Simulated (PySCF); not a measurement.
Species: C7H10N2.
Numbering: `[CH3:1][c:2]1[cH:3][cH:4][n:5][n:6]1[CH:7]1[CH2:8][CH2:9]1` (hydrogens: H10, H11, H12 on C1; H13 on C3; H14 on C4; H15 on C7; H16, H17 on C8; H18, H19 on C9)

The same species was optimised twice, with GFN2-xTB and with PBE0-D3(BJ)/def2-SVP (PySCF), and the same property calculations (PySCF, gas phase) were run on both structures.

```csv
coordinate,GFN2-xTB,PBE0-D3(BJ)/def2-SVP,change
N6–C7 (Å),1.421,1.432,+0.011
C3–C4 (Å),1.399,1.409,+0.010
C4–N5 (Å),1.318,1.325,+0.007
C2–C3 (Å),1.380,1.387,+0.007
C2–N6 (Å),1.355,1.361,+0.006
C7–C9 (Å),1.497,1.492,-0.005
C8–C9 (Å),1.498,1.501,+0.003
C7–C8 (Å),1.504,1.501,-0.003
C1–C2 (Å),1.486,1.488,+0.002
N5–N6 (Å),1.333,1.333,0.000
C2–N6–N5 (°),111.9,112.9,+1.0
C4–N5–N6 (°),106.1,105.4,-0.7
N6–C7–C9 (°),118.7,119.3,+0.6
C2–N6–C7 (°),127.3,126.7,-0.6
N6–C7–C8 (°),119.0,119.5,+0.5
C1–C2–C3 (°),130.4,130.8,+0.4
C3–C4–N5 (°),110.9,111.3,+0.4
N5–N6–C7 (°),120.8,120.3,-0.5
N5–N6–C7–C8 (°),53,52,-1
```

Rotational constants: A = 2953, B = 1450, C = 1058 MHz (GFN2-xTB) against A = 2924, B = 1444, C = 1053 MHz (PBE0-D3(BJ)/def2-SVP). Point groups within 0.08 Å: C1 and C1.

On the GFN2-xTB structure: HOMO (eV) -6.70 [PBE0/pcSseg-1]; LUMO (eV) 0.63 [PBE0/pcSseg-1]; dipole (D) 2.54 [PBE0/pcSseg-1]; GIAO shielding of C1 (ppm) 173.9 [PBE0/pcSseg-1]; GIAO shielding of C2 (ppm) 45.4 [PBE0/pcSseg-1]; GIAO shielding of C3 (ppm) 75.9 [PBE0/pcSseg-1]; GIAO shielding of C4 (ppm) 46.1 [PBE0/pcSseg-1]; GIAO shielding of N5 (ppm) -61.5 [PBE0/pcSseg-1]; GIAO shielding of N6 (ppm) 32.1 [PBE0/pcSseg-1]; GIAO shielding of C7 (ppm) 156.0 [PBE0/pcSseg-1]; GIAO shielding of C8/C9 (mean) (ppm) 177.8 [PBE0/pcSseg-1].

**Question.** What do these properties become on the PBE0-D3(BJ)/def2-SVP structure?

**Answer.** 
| property | level | on GFN2-xTB | on PBE0-D3(BJ)/def2-SVP | change |
| --- | --- | --- | --- | --- |
| HOMO (eV) | PBE0/pcSseg-1 | -6.70 | -6.71 | -0.01 |
| LUMO (eV) | PBE0/pcSseg-1 | 0.63 | 0.57 | -0.06 |
| dipole (D) | PBE0/pcSseg-1 | 2.54 | 2.58 | +0.04 |
| energy, GFN2-xTB geometry as zero (kcal/mol) | PBE0/pcSseg-1 | 0.0 | -0.5 | -0.5 |
| GIAO shielding of C1 (ppm) | PBE0/pcSseg-1 | 173.9 | 172.2 | -1.7 |
| GIAO shielding of C2 (ppm) | PBE0/pcSseg-1 | 45.4 | 44.0 | -1.4 |
| GIAO shielding of C3 (ppm) | PBE0/pcSseg-1 | 75.9 | 73.5 | -2.4 |
| GIAO shielding of C4 (ppm) | PBE0/pcSseg-1 | 46.1 | 44.0 | -2.1 |
| GIAO shielding of N5 (ppm) | PBE0/pcSseg-1 | -61.5 | -60.7 | +0.8 |
| GIAO shielding of N6 (ppm) | PBE0/pcSseg-1 | 32.1 | 29.4 | -2.7 |
| GIAO shielding of C7 (ppm) | PBE0/pcSseg-1 | 156.0 | 153.7 | -2.3 |
| GIAO shielding of C8/C9 (mean) (ppm) | PBE0/pcSseg-1 | 177.8 | 176.5 | -1.3 |

The heavy atoms differ by 0.015 Å rms after alignment. Among bonds between heavy atoms C3–C4 and N6–C7 change most and about equally (+0.010 to +0.011 Å). Changes are differences of the printed values. Neither structure is proved a minimum here.

The values belong to the conformer `[CH3:1][c:2]1[cH:3][cH:4][n:5][n:6]1[CH:7]1[CH2:8][CH2:9]1`: N5–N6–C7–C8 52°.
